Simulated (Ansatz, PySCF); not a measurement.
Isomers of C2H3B. All species are isolated molecules in the gas phase. Strings in code marks are SMILES.

Quantity: vertical ionisation energy (energy after one electron is removed minus that of the parent at the parent's geometry), in eV.

Level 1: frozen-core CCSD(T)/cc-pVQZ // PBE0-D3(BJ)/def2-TZVP (Ansatz, a quantum-chemistry and plane-wave program)
Level 2: PBE-D3(BJ)/def2-TZVP // PBE0-D3(BJ)/def2-TZVP (PySCF)
Level 3: HF/6-31G* // PBE0-D3(BJ)/def2-TZVP (PySCF)
Level 4: HF/cc-pVQZ // PBE0-D3(BJ)/def2-TZVP (Ansatz)

```csv
species,level 2,level 3,level 4
`B1C=C1`,10.52,9.84,9.86
`BC#C`,10.35,9.25,9.34
```

Task: What does level 1 give for each?

Result: 
- `B1C=C1`: 10.71
- `BC#C`: 10.84
